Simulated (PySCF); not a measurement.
PySCF 2.14 output of an unrestricted PBE0 calculation on a single atom or ion in aug-cc-pV(T+d)Z with one added diffuse shell each of s, p, d, f type (7s6p5d3f, 71 functions), with the non-relativistic Hamiltonian (point nucleus):

```
SCF conv_tol = 1e-09
number electrons alpha = 7  beta = 6
    C. Adamo and V. Barone.,  J. Chem. Phys. 110, 6158 (1999)
    M. Ernzerhof and G. E. Scuseria.,  J. Chem. Phys. 110, 5029 (1999)
cycle= 1 E= -288.642186841221  delta_E= -0.00471  |g|= 0.0169  |ddm|= 0.203
cycle= 2 E= -288.642345916962  delta_E= -0.000159  |g|= 0.00459  |ddm|= 0.0678
cycle= 3 E= -288.642357897012  delta_E= -1.2e-05  |g|= 0.00105  |ddm|= 0.00857
cycle= 4 E= -288.642359811054  delta_E= -1.91e-06  |g|= 0.000133  |ddm|= 0.00604
cycle= 5 E= -288.642359831082  delta_E= -2e-08  |g|= 1.13e-05  |ddm|= 0.000635
cycle= 6 E= -288.642359831314  delta_E= -2.32e-10  |g|= 9.25e-07  |ddm|= 7.59e-05
converged SCF energy = -288.642359831314  <S^2> = 0.75073546  2S+1 = 2.0007353
```

The run itself started from symmetry-adapted Hartree-Fock orbitals and held the occupation by maximum overlap, on a logarithmic radial grid, so the iterations belong to that start.

Problem. Which element, charge and spin multiplicity is this?

Solution. Si⁺ (silicon, charge +1), multiplicity 2; the state was [Ne] 3s2 3d1, 2D determinant (an excited configuration).

The outer electron is Rydberg-like, and this basis confines it to a smaller radius and binds it less than a complete one would.
